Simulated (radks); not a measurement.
Effect of the nuclear size on neutral fluorine, [He] 2s2 2p5. Method: Dirac Kohn-Sham, relativistic LDA (MacDonald-Vosko exchange, VWN5 correlation), spin-unpolarised, spherical densities, finite nucleus; open shells fill j = l - 1/2 first; Fermi nuclear charge, rms radius 2.8976 fm; computed with a radial shooting solver on a logarithmic mesh with Libxc functionals. The rms radius is varied about that value; shifts are against it.

rms radius (fm)  total energy shift (eV)  density at nucleus (e/bohr^3)  1s1/2 shift (meV)
2.4977                         -0.000181                          458.8             -0.073
2.7324                        -0.0000781                          458.6             -0.032
2.8976                                 0                          458.4              0.000
3.1236                          0.000114                          458.2              0.046
3.48                            0.000311                          457.9              0.126

Slopes of the eigenvalues against <r^2> in GHz/fm^2, as finite differences over the two radii next to the reference (eigenvalue slopes, not the field-shift constants of lines): 1s1/2 8.22.
